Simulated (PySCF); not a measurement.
# How the method changes the shape and vibrations of AlH3N

Calculated results; nothing here was measured. The program is PySCF 2.14.0, an open-source quantum chemistry code, run on an isolated molecule that a program drew, which may never have been made. The molecule is AlH3N (charge 0, doublet), drawn as the SMILES string `[NH2][AlH]`.

The geometry was optimised and harmonic frequencies were computed with HF and MP2, all in the cc-pV(D+d)Z basis, for the commonest isotopes, with a restricted reference for singlets and an unrestricted one otherwise, and a frozen core in MP2. Each result is a local minimum of its method.

Geometry at the HF minimum:
```xyz
5
AlH3N, angstrom
N     1.4810   -0.5624    0.1020
Al    1.0531   -0.0744   -1.5444
H     1.6558    0.0589    0.8698
H     1.5852   -1.5127    0.4103
H     0.8229   -1.2507   -2.5940
```

Lengths of the bonds as drawn, in Å (atoms numbered as above):
| bond | HF | MP2 |
|---|---|---|
| N1-Al2 | 1.770 | 1.782 |
| N1-H3 | 1.003 | 1.017 |
| N1-H4 | 1.005 | 1.019 |
| Al2-H5 | 1.593 | 1.593 |

Rotational constants, in GHz:
| constant | HF | MP2 |
|---|---|---|
| A | 155.7 | 153 |
| B | 13.75 | 13.57 |
| C | 12.64 | 12.46 |

Harmonic frequencies in cm^-1, each column in rising order, so a row needn't be the same motion in every method:
| rank | HF | MP2 |
|---|---|---|
| 1 | 461 | 392 |
| 2 | 512 | 478 |
| 3 | 519 | 520 |
| 4 | 773 | 732 |
| 5 | 831 | 805 |
| 6 | 1671 | ? |
| 7 | 1910 | 1897 |
| 8 | 3765 | 3590 |
| 9 | 3852 | 3696 |

**Estimate the missing MP2 frequency from the HF column.**

A single factor s that minimises the squared misfit of MP2 against s times HF over the other rows is sum(HF x MP2) / sum(HF^2) = 0.9600, with an rms misfit of 32 cm^-1. For rank 6 it gives 0.9600 x 1671 = 1604 cm^-1. The calculation gives 1543 cm^-1, 61 cm^-1 below the estimate. The drawn bonds are on average 0.9 % longer in MP2 than in HF.
